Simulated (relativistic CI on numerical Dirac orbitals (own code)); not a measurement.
Computed by Dirac-Coulomb-Breit CI, separate exchange-only KLI orbitals for each configuration, a model potential for QED, unscaled Slater integrals (own radial code, finite nucleus).

CI space: 1s2, 1s.2s, 1s.2p, 1s.3s, 1s.3p, 1s.3d, 1s.4s, 1s.4p, 1s.4d, 1s.4f, 1s.5s, 1s.5p, 1s.5d, 1s.5f, 1s.5g, 1s.6s, 1s.6p, 1s.6d, 2s2. Levels of other configurations are missing.

At this charge energies of transitions that change n are usually good to better than 1 %, and those within a shell (Δn = 0) to a few per cent.

Outline of the computed level scheme of Tl LXXX. Lowest level of each configuration: 1s2 1S_0 at 0.0 eV; 1s.2s 3S_1 at 71972.6 eV; 1s.2p 3P°_1 at 72102.2 eV; 1s.3s 3S_1 at 86058.6 eV; 1s.3p 3P°_1 at 86092.6 eV; 1s.3d 3D_2 at 86813.1 eV; 1s.4s 3S_1 at 90868.8 eV; 1s.4p 3P°_1 at 90882.4 eV; 1s.4d 3D_2 at 91183.7 eV.

Some strong electric-dipole decays among the lowest 27 levels: 1s.2p 1P°_1 → 1s2 1S_0 (3.2e+16 s⁻¹); 1s.2p 3P°_1 → 1s2 1S_0 (1.8e+16 s⁻¹); 1s.3p 1P°_1 → 1s2 1S_0 (9.0e+15 s⁻¹); 1s.3p 3P°_1 → 1s2 1S_0 (4.2e+15 s⁻¹); 1s.4p 1P°_1 → 1s2 1S_0 (3.7e+15 s⁻¹); 1s.3d 3D_3 → 1s.2p 3P°_2 (2.6e+15 s⁻¹); 1s.3d 3D_2 → 1s.2p 3P°_1 (2.5e+15 s⁻¹); 1s.3d 1D_2 → 1s.2p 1P°_1 (2.3e+15 s⁻¹).

LS names give the leading component of a level, which can be under half, so a name can repeat, a term be missing and a line seem to break the LS rules.
